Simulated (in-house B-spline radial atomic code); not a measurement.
A fraction x of an electron is moved 3d → 4f in Ag⁴⁺, starting from [Kr] 4d7 and keeping the highest spin. Computed with an all-electron radial atomic-structure program (B-spline basis): non-relativistic M06-L, spin-polarised, spherical fractional occupations, point nucleus.

| x | E(x) - E(0) (eV) | 3d down level (eV) | 4f up level (eV) |
| --- | --- | --- | --- |
| 0 | 0.0000 | -424.774 | - |
| 0.125 | 51.0780 | -428.702 | -17.591 |
| 0.25 | 102.7388 | -432.504 | -17.165 |
| 0.375 | 154.8921 | -436.240 | -17.182 |
| 0.5 | 207.4928 | -439.933 | -17.412 |
| 0.625 | ? | ? | ? |
| 0.75 | ? | ? | ? |
| 0.875 | 367.7784 | -450.883 | -18.657 |
| 1 | 422.0031 | -454.509 | -19.143 |

(1) What belongs in the row x = 0.625?

(2) What belongs in the row x = 0.75?

(3) Check Janak's theorem between x = 0.125 and 0.25.

Results:

(1) An energy change of 260.5162 eV; 3d down at -443.598 eV, 4f up at -17.763 eV.

(2) An energy change of 313.9478 eV; 3d down at -447.246 eV, 4f up at -18.189 eV.

(3) The slope of the energy is 413.29 eV; the orbital levels give 413.23 eV (ε of the receiving orbital less ε of the emptying one, averaged over the two points).
